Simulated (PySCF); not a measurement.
# Electron correlation in In²⁺ (indium, charge +2)

[Kr] 4d10 5s1, 2S determinant. Computed with PySCF 2.14 in x2c-TZVPPall, with the spin-free X2C one-electron Hamiltonian (Gaussian nucleus). Frozen: [Ar] 3d10; 19 electrons correlated.

```tsv
level	correlation energy (mhartree)
CCSD	-288.61
(T)	-5.13
CCSD(T)	-293.74
```

Diagnostics: T1 = 0.0085, D1 = 0.0234, largest double amplitude 0.015.

Cost of the coupled-cluster step: of the order of 15 core-seconds, for 19 correlated electrons.

This basis was not built for core-valence correlation, so the inner-shell part is incomplete.
